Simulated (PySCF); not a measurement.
Si(H)(Br)(NH2)2 (BrH5N2Si), SMILES N[SiH](N)Br. The structure is a stationary point at B3LYP-D3(BJ)/def2-SVP. The structure was generated by enumeration, and PubChem lists no compound with its InChIKey, so it may never have been made. The values are those of a single conformer.

All values below come from B3LYP-D3(BJ)/def2-SVP run with PySCF 2.14.0.

Harmonic wavenumbers (cm⁻¹): 180, 199, 259, 280, 320, 388, 400, 466, 747, 764, 826, 877, 900, 961, 1523, 1537, 2236, 3564, 3578, 3661, 3682. Rotational constants (GHz): 6.298, 1.933, 1.595; symmetry number 1.

Task: Work out the zero-point energy and the ideal-gas rigid-rotor harmonic-oscillator thermochemistry at 298.15 K and 1 atm.

Result: ZPE = ½ Σ hcν = ½ × 27347 cm⁻¹ = 163.57 kJ/mol. H − E(el) = 183.39 kJ/mol. Entropy in J/(mol K): translation 170.47, rotation 113.83, vibration 53.56, total 337.86. G − E(el) = 82.66 kJ/mol. Cp = 103.34 J/(mol K).
